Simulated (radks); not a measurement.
The mean radii <r> (bohr) of the occupied orbitals of an atom or ion are listed with their occupations. Method: non-relativistic Kohn-Sham, LB94 model potential, spin-polarised, spherical densities, point nucleus; computed with a radial shooting solver on a logarithmic mesh with Libxc functionals.

orbital  occ.      <r>
1s down     1  0.09692
1s up       1  0.09692
2s up       1   0.4799
2s down     1   0.4808
2p up       3   0.4395
2p down     3   0.4406
3s up       1    1.696
3s down     1    1.679
3p up       3    2.053
3p down     1    2.042

Name the element and its charge. Open shells, if any, are filled with parallel spins first.

Answer. Z = 16, sulfur, charge 0: S in [Ne] 3s2 3p4. The 1s radius gives Z: for a bare nucleus <r> = 1.5/Z, 0.09375 bohr for Z = 16, and screening makes it slightly larger (0.09692 here). The occupations add up to 16, and the charge is Z minus that.
